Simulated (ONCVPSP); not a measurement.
Pseudopotential generation for scandium (Sc): ONCV, LDA (Perdew-Wang 92), scalar-relativistic.

Input for ONCVPSP 4.0.1:

```
# ATOM AND REFERENCE CONFIGURATION
# atsym  z   nc   nv     iexc    psfile
  Sc 21.00    3    4  -001012      upf
#
#   n    l    f
    1    0    2.00
    2    0    2.00
    2    1    6.00
    3    0    2.00
    3    1    6.00
    3    2    1.00
    4    0    1.00
#
# PSEUDOPOTENTIAL AND OPTIMIZATION
# lmax
    2
#
#   l,   rc,      ep,       ncon, nbas, qcut
    0    1.70    0.00    4    7    8.60
    1    1.60    0.00    3    7    9.00
    2    2.85    0.00    4    8    5.40
#
# LOCAL POTENTIAL
# lloc, lpopt,  rc(5),   dvloc0
    4    5    1.15    4.00
#
# VANDERBILT-KLEINMAN-BYLANDER PROJECTORs
# l, nproj, debl
    0    2    3.70
    1    2    2.30
    2    1    0.50
#
# MODEL CORE CHARGE
# icmod, fcfact, rcfact
    3    3.00    1.65
#
# LOG DERIVATIVE ANALYSIS
# epsh1, epsh2, depsh
   -4.00    5.00    0.02
#
# OUTPUT GRID
# rlmax, drl
    6.00    0.01
#
# TEST CONFIGURATIONS
# ncnf
    4
# nvcnf
#   n    l    f
    4
    3    0    2.00
    3    1    6.00
    3    2    1.00
    4    0    2.00
#
    4
    3    0    2.00
    3    1    6.00
    3    2    1.00
    4    0    0.00
#
    4
    3    0    2.00
    3    1    6.00
    3    2    0.00
    4    0    0.00
#
    4
    3    0    2.00
    3    1    5.00
    3    2    1.00
    4    0    2.00
#
```

Command:

```bash
oncvpsp.x < Sc.dat > Sc.out
```

The program printed (shortened: citation, most of the input echo, consistency checks and plot data are left out):

```
ONCVPSP  (Optimized Norm-Conservinng Vanderbilt PSeudopotential)
scalar-relativistic version 4.0.1

#   n    l    f        energy (Ha)
    1    0    2.00    -1.6141578E+02
    2    0    2.00    -1.7641275E+01
    2    1    6.00    -1.4520526E+01
    3    0    2.00    -2.2709233E+00
    3    1    6.00    -1.4934529E+00
    3    2    1.00    -3.7591945E-01
    4    0    1.00    -3.6577374E-01

Reference configufation results
  iterations    24
  all-electron total energy (Ha)   -7.62060358D+02

Begin loop to  construct optimized pseudo wave functions
and semi-local pseudopoentials for all angular momenta

Calculating optimized projector #   1

 for l=   0

    Fraction of norm inside rc  0.925498
    Optimizing pswf for qcut=   8.61 a_B^-1,  ecut=  37.07 Ha
    Residual kinetic energy error=  7.03D-08 Ha

    Energy error per electron        Cutoff
         Ha          eV             Ha
         0.01000     0.27211       14.63
         0.00100     0.02721       20.68
         0.00010     0.00272       25.48
         0.00001     0.00027       29.23

Calculating optimized projector #   2

 for l=   0

    Fraction of norm inside rc  0.055709
    Optimizing pswf for qcut=   8.61 a_B^-1,  ecut=  37.07 Ha
    Residual kinetic energy error=  2.87D-08 Ha

    Energy error per electron        Cutoff
         Ha          eV             Ha
         0.01000     0.27211        8.57
         0.00100     0.02721       17.99
         0.00010     0.00272       23.89
         0.00001     0.00027       28.54

   Wellstate for l =  1  n =  5
     eigenvalue =   0.8065
     asymptotic potential =   1.3065
     half-point radius =  4.2182

Calculating optimized projector #   1

 for l=   1

    Fraction of norm inside rc  0.834553
    Optimizing pswf for qcut=   9.01 a_B^-1,  ecut=  40.60 Ha
    Residual kinetic energy error=  1.87D-08 Ha

    Energy error per electron        Cutoff
         Ha          eV             Ha
         0.01000     0.27211       13.33
         0.00100     0.02721       17.84
         0.00010     0.00272       21.65
         0.00001     0.00027       24.88

Calculating optimized projector #   2

 for l=   1

    Fraction of norm inside rc  0.061435
    Optimizing pswf for qcut=   9.01 a_B^-1,  ecut=  40.60 Ha
    Residual kinetic energy error=  1.52D-08 Ha

    Energy error per electron        Cutoff
         Ha          eV             Ha
         0.01000     0.27211       11.20
         0.00100     0.02721       15.75
         0.00010     0.00272       19.71
         0.00001     0.00027       22.82

Calculating optimized projector #   1

 for l=   2

    Fraction of norm inside rc  0.885965
    Optimizing pswf for qcut=   5.40 a_B^-1,  ecut=  14.56 Ha
    Residual kinetic energy error=  4.10D-06 Ha

    Energy error per electron        Cutoff
         Ha          eV             Ha
         0.01000     0.27211        9.26
         0.00100     0.02721       11.17
         0.00010     0.00272       12.83
         0.00001     0.00027       14.34

Construct Vanderbilt / Kleinmman-Bylander projectors

B matrix Hermiticity error, ll=   0
   1   2    1.2497E-04

  Orthonormal projector coefficients  6.8141E+00  5.8781E-01

B matrix Hermiticity error, ll=   1
   1   2   -1.5661E-04

  Orthonormal projector coefficients  7.7187E-01 -5.8481E-01

Model core correction analysis
  based on d2Exc/dn_idn_j

d2excae - all-electron derivatives

   -3.895183D-02   -3.586946D-02   -2.395729D-02   -3.542233D-03
   -3.586976D-02   -3.405488D-02   -2.420018D-02   -4.704300D-03
   -2.395776D-02   -2.420028D-02   -2.352330D-02   -1.493333D-02
   -3.541837D-03   -4.702854D-03   -1.491517D-02   -4.171930D-02

d2excps - pseudofunction derivatives with no core correction

   -4.461385D-02   -4.024180D-02   -2.078179D-02   -4.156548D-03
   -4.024236D-02   -3.789472D-02   -2.299974D-02   -5.081090D-03
   -2.078145D-02   -2.299904D-02   -2.881488D-02   -1.524251D-02
   -4.156299D-03   -5.079702D-03   -1.522471D-02   -4.170973D-02

rms 2nd derivative error    2.929674E-03

rmatch, rhocmatch    0.5783   12.3182

Teter function model core charge with specified parameters

d2excps - pseudofunction derivatives with core correction

   -3.688862D-02   -3.463253D-02   -1.994509D-02   -3.431806D-03
   -3.463261D-02   -3.348053D-02   -2.226560D-02   -4.573858D-03
   -1.994458D-02   -2.226478D-02   -2.861746D-02   -1.518035D-02
   -3.431377D-03   -4.572403D-03   -1.516255D-02   -4.163884D-02

rms 2nd derivative error    2.142968E-03

Pseudoatom total energy  -46.251948

Diagnostic tests using Vanderbilt-Kleinman-Bylander pseudopotentials
  1 or more projectors used as specified by nproj input data

   l    rcore       rmatch      e in        delta e   norm test  slope test

   0   1.7075628   1.7594081  -2.2709233   0.0000012   1.0000944   1.0000913
   0   1.7075628   1.7594081  -0.3657737   0.0000030   1.0000308   1.0000253

   1   1.6084104   1.6572452  -1.4934529  -0.0000035   1.0000855   1.0000973
   1   1.6084104   1.6572452   0.8065471   0.0000316   1.0001829   1.0001829

   2   2.8562947   2.9430180  -0.3759195  -0.0000004   0.9999981   1.0000019

 Testing for bound ghosts
   n   l    E NL Schr. Eq   E Basis Diag.   E Cutoff

   1   0       -2.270922       -2.270900     65.08
   2   0       -0.365771       -0.302957     65.08

   2   1       -1.493456       -1.493387     86.19

   3   2       -0.375920       -0.375812     31.72

 Testing for highly-localized positive-energy ghosts
       l    <radius>/rc     E Basis Diag.   E Cutoff

Test configuration 0

   n   l     f        eae           eps        diff
   1   0  2.0000 -161.41578363
   2   0  2.0000  -17.64127451
   2   1  6.0000  -14.52052580
   3   0  2.0000   -2.27092329   -2.27092210    1.19D-06
   3   1  6.0000   -1.49345287   -1.49345639   -3.52D-06
   3   2  1.0000   -0.37591945   -0.37591985   -3.94D-07
   4   0  1.0000   -0.36577374   -0.36577075    2.99D-06

    Total energies and differences
      AE_ref= -7.62060358D+02  AE_tst= -7.62060358D+02  dif=  0.00D+00
      PS_ref= -4.62519480D+01  PS_tst= -4.62519480D+01  dif= -4.97D-14
      PSP excitation error=  4.97D-14

Test configuration 1

   n   l     f        eae           eps        diff
   1   0  2.0000 -161.15120622
   2   0  2.0000  -17.38071545
   2   1  6.0000  -14.25961717
   3   0  2.0000   -2.01069275   -2.00820197    2.49D-03
   3   1  6.0000   -1.23357231   -1.23155184    2.02D-03
   3   2  1.0000   -0.12590997   -0.12508620    8.24D-04
   4   0  2.0000   -0.15774660   -0.15773206    1.45D-05

    Total energies and differences
      AE_ref= -7.62060358D+02  AE_tst= -7.62319845D+02  dif= -2.59D-01
      PS_ref= -4.62519480D+01  PS_tst= -4.65114186D+01  dif= -2.59D-01
      PSP excitation error= -1.68D-05

Test configuration 2

   n   l     f        eae           eps        diff
   1   0  2.0000 -161.73174929
   2   0  2.0000  -17.95148960
   2   1  6.0000  -14.83122311
   3   0  2.0000   -2.57845224   -2.58248008   -4.03D-03
   3   1  6.0000   -1.79966014   -1.80302980   -3.37D-03
   3   2  1.0000   -0.66621922   -0.66727011   -1.05D-03

    Total energies and differences
      AE_ref= -7.62060358D+02  AE_tst= -7.61584264D+02  dif=  4.76D-01
      PS_ref= -4.62519480D+01  PS_tst= -4.57756616D+01  dif=  4.76D-01
      PSP excitation error= -1.93D-04

Test configuration 3

   n   l     f        eae           eps        diff
   1   0  2.0000 -162.35177494
   2   0  2.0000  -18.60553243
   2   1  6.0000  -15.48213895
   3   0  2.0000   -3.16777609   -3.12991351    3.79D-02
   3   1  6.0000   -2.37536319   -2.34102799    3.43D-02

    Total energies and differences
      AE_ref= -7.62060358D+02  AE_tst= -7.60662096D+02  dif=  1.40D+00
      PS_ref= -4.62519480D+01  PS_tst= -4.48726293D+01  dif=  1.38D+00
      PSP excitation error=  1.89D-02

Test configuration 4

   n   l     f        eae           eps        diff
   1   0  2.0000 -161.80192280
   2   0  2.0000  -17.98647326
   2   1  6.0000  -14.87116269
   3   0  2.0000   -2.52646316   -2.54278436   -1.63D-02
   3   1  5.0000   -1.73622213   -1.74898801   -1.28D-02
   3   2  1.0000   -0.57114243   -0.54756362    2.36D-02
   4   0  2.0000   -0.42937133   -0.43101782   -1.65D-03

    Total energies and differences
      AE_ref= -7.62060358D+02  AE_tst= -7.60844332D+02  dif=  1.22D+00
      PS_ref= -4.62519480D+01  PS_tst= -4.50298628D+01  dif=  1.22D+00
      PSP excitation error= -6.06D-03
```

The run took about 4.2 s on one core of a shared server CPU.
